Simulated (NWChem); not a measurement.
**Correlation energy of disulfane (H$_{2}$S$_{2}$)**

SMILES: SS
```xyz
4

S      0.9155     0.4855     0.0553
S     -0.9155    -0.4855     0.0553
H      1.5366    -0.2680    -0.8848
H     -1.5366     0.2680    -0.8848
```
Charge 0, spin multiplicity 1.

Program: NWChem. The geometry was optimised at PBE0/def2-SVP, a minimum by its harmonic frequencies. It is one conformer; others weren't searched.

Basis set: def2-TZVP. Each correlation energy counts from its own Hartree-Fock reference.

The correlated methods keep 10 core orbitals frozen. Coupled-cluster values serve here as a point of comparison, not as the truth.

Task: One of these methods gave a correlation energy of -345.3 mHa. Which?
A) CCSD
B) CCSD(T)
C) CR-CCSD(T)
D) SCS-MP2

Result: D, SCS-MP2. The others give -401.3 (CCSD(T)), -397.5 (CR-CCSD(T)), -384.1 (CCSD).
